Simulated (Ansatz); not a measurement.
Mulliken charges of C3H4In (`C#[C][In][CH3]`) radical from B3LYP/def2-TZVPP in Ansatz (PBE0-D4/def2-TZVP geometry).

| atom | x (Å) | y (Å) | z (Å) | charge (e) |
| --- | --- | --- | --- | --- |
| C1 | 2.841 | 0.139 | 0.556 | 0.085 |
| C2 | 1.689 | -0.242 | 0.527 | -0.596 |
| In3 | -0.270 | -1.081 | 0.596 | 0.484 |
| C4 | -1.848 | 0.029 | -0.435 | -0.559 |
| H5 | 3.849 | 0.488 | 0.571 | 0.228 |
| H6 | -1.904 | 1.018 | 0.024 | 0.118 |
| H7 | -1.549 | 0.128 | -1.480 | 0.119 |
| H8 | -2.807 | -0.479 | -0.360 | 0.122 |

Task: By hand: the dipole of these point charges (1 e Å = 4.8032 D).

Result: Σ q r = (0.263, -0.195, 0.178) e Å, of length 0.373 e Å = 1.79 D.

Task: How does the dipole of the full density compare? (Estimate.)

Result: Ansatz gave: (-0.212, -0.033, -0.028) e Å, 1.04 D; the point charges give 1.72 times that, at 132° from its direction, so they point the opposite way.

Point charges leave out the atoms' own dipoles, such as those of lone pairs, and Mulliken's split depends on the basis, so the two needn't agree.

B3LYP here is the variant with VWN-RPA as its local correlation; programs differ in this.
